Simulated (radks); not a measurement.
The table gives one normalised radial function P(r) = r R(r) (large component) of Eu in [Xe] 4f6 6s2 6p1 (r in bohr). Method: Dirac Kohn-Sham, PBE, spin-unpolarised, spherical densities, point nucleus; open shells fill j = l - 1/2 first; computed with a radial shooting solver on a logarithmic mesh with Libxc functionals.

r,P
0.001276,0.0009
0.001497,0.0013
0.001757,0.0017
0.002062,0.0023
0.002419,0.0032
0.002817,0.0042
0.003305,0.0057
0.003879,0.0076
0.004552,0.0101
0.005342,0.0135
0.006219,0.0176
0.007298,0.0232
0.008564,0.0304
0.01005,0.0396
0.0117,0.0505
0.01373,0.0645
0.01611,0.0814
0.01891,0.1013
0.02219,0.1239
0.02583,0.1471
0.03031,0.1719
0.03557,0.1946
0.04174,0.2115
0.04899,0.2177
0.05703,0.2087
0.06692,0.1783
0.07853,0.1223
0.09216,0.0407
0.1082,-0.0608
0.1259,-0.1633
0.1478,-0.2570
0.1734,-0.3098
0.2035,-0.2965
0.2388,-0.2030
0.278,-0.0461
0.3262,0.1589
0.3828,0.3497
0.4492,0.4617
0.5272,0.4440
0.6137,0.2928
0.7202,0.0195
0.8452,-0.3079
0.9918,-0.6124
1.164,-0.8281
1.355,-0.9157
1.59,-0.8813
1.866,-0.7466
2.19,-0.5612
2.549,-0.3837
2.992,-0.2291
3.511,-0.1207
4.12,-0.0551
4.835,-0.0213
5.628,-0.0072
6.605,-0.0019
7.751,-0.0004
9.096,-0.0001
10.67,0.0000
12.43,0.0000
14.58,0.0000
17.11,0.0000

Which n and l does it have? It may be an empty orbital.

Answer. n = 5, l = 1: the number of nodes gives n - l - 1 = 3, the rise at small r points to l (this Dirac orbital starts as r^gamma with gamma = sqrt((l + 1)^2 - (Z/c)^2) = 1.95; the j = 3/2 orbital of l + 1 starts with the same power, but with a smaller coefficient, and then steepens), and the extent must fit the shell. The curve is that of 5p3/2; the two j differ most near the nucleus, where j = l - 1/2 has the larger amplitude, and in heavy atoms j = l - 1/2 is also the more compact. 5p3/2: eigenvalue -28.229 eV, 3 radial nodes at r = 0.0986, 0.289, 0.727 bohr, <r> = 1.60 bohr, 90 % of the charge inside 2.34 bohr.
